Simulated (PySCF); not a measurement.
SiI: one state, many levels of theory

State: ²Π (doublet), unpaired electrons π ↑. Set-up: basis Si cc-pV(D+d)Z, I cc-pVDZ-PP with ECP28; scalar-relativistic core potentials; PySCF 2.14. De refers to Si + I in their high-spin ground configurations, without counterpoise correction. The functionals are run spin-unrestricted. A positive dipole means Si(−)I(+).

```json
{"Level": "UHF", "Re (Å)": "2.494", "ωe (cm⁻¹)": "347", "De (eV)": "1.92", "μ (D)": "-1.54", "CPU s a point (SCF and correlation, without the integrals)": "0.14"}
{"Level": "UHF-MP2", "Re (Å)": "2.470", "ωe (cm⁻¹)": "363", "De (eV)": "2.86", "μ (D)": "n/a", "CPU s a point (SCF and correlation, without the integrals)": "0.22"}
{"Level": "UHF-SCS-MP2", "Re (Å)": "2.479", "ωe (cm⁻¹)": "357", "De (eV)": "2.75", "μ (D)": "n/a", "CPU s a point (SCF and correlation, without the integrals)": "n/a"}
{"Level": "UHF-CCSD", "Re (Å)": "2.480", "ωe (cm⁻¹)": "356", "De (eV)": "2.67", "μ (D)": "n/a", "CPU s a point (SCF and correlation, without the integrals)": "n/a"}
{"Level": "UHF-CCSD(T)", "Re (Å)": "2.482", "ωe (cm⁻¹)": "355", "De (eV)": "2.78", "μ (D)": "n/a", "CPU s a point (SCF and correlation, without the integrals)": "3.4"}
{"Level": "LDA", "Re (Å)": "2.447", "ωe (cm⁻¹)": "364", "De (eV)": "4.00", "μ (D)": "-0.33", "CPU s a point (SCF and correlation, without the integrals)": "0.3"}
{"Level": "PBE", "Re (Å)": "2.477", "ωe (cm⁻¹)": "350", "De (eV)": "3.45", "μ (D)": "-0.43", "CPU s a point (SCF and correlation, without the integrals)": "0.56"}
{"Level": "r²SCAN", "Re (Å)": "2.466", "ωe (cm⁻¹)": "357", "De (eV)": "3.30", "μ (D)": "-0.53", "CPU s a point (SCF and correlation, without the integrals)": "0.7"}
{"Level": "M06-L", "Re (Å)": "2.459", "ωe (cm⁻¹)": "359", "De (eV)": "3.34", "μ (D)": "-0.11", "CPU s a point (SCF and correlation, without the integrals)": "0.75"}
{"Level": "TPSSh", "Re (Å)": "2.469", "ωe (cm⁻¹)": "354", "De (eV)": "3.30", "μ (D)": "-0.59", "CPU s a point (SCF and correlation, without the integrals)": "0.76"}
{"Level": "PBE0", "Re (Å)": "2.459", "ωe (cm⁻¹)": "362", "De (eV)": "3.27", "μ (D)": "-0.66", "CPU s a point (SCF and correlation, without the integrals)": "1"}
{"Level": "ωB97X", "Re (Å)": "2.447", "ωe (cm⁻¹)": "371", "De (eV)": "3.12", "μ (D)": "-0.70", "CPU s a point (SCF and correlation, without the integrals)": "0.85"}
```

Question: Which functional lies closest to UHF-CCSD(T) in De, which farthest, and by how much do they differ from it?

Answer: Closest is ωB97X (-3.5 pm in Re, +4.5 % in ωe, +0.34 eV in De against UHF-CCSD(T) in the same basis), farthest LDA (-3.5 pm in Re, +2.5 % in ωe, +1.22 eV in De). CCSD(T) converges more slowly with the basis than the functionals do and binds too weakly in this one, so the order can change at the basis-set limit.

Question: What does a quarter of exact exchange do here, going from PBE to PBE0?

Answer: PBE0 less PBE: -1.8 pm in Re, +3.4 % in ωe, -0.18 eV in De. Exact exchange removes part of the self-interaction that spreads semilocal densities, and in most molecules shortens and stiffens the bond and lowers De; so it does here.

Question: What does the step from GGA to meta-GGA do here, going from PBE to r²SCAN?

Answer: r²SCAN less PBE: -1.1 pm in Re, +2.0 % in ωe, -0.15 eV in De. 

Correlated steps freeze 9 core orbitals. Correlated levels converge slowly with the basis: in double zeta they bind strong bonds too weakly, by up to about 1 eV, and carry superposition errors of some tenths. These are scalar-relativistic numbers at best; spin–orbit coupling would shift them, the dissociation energy most. The state is the lowest determinant that a PBE0 search found; another state may lie lower at other levels.

The whole job (state search and all levels along the bond) took about 1.7 min on 1 thread of Oxide Virtual Turin-like (shared host), peak memory 0.5 GiB.
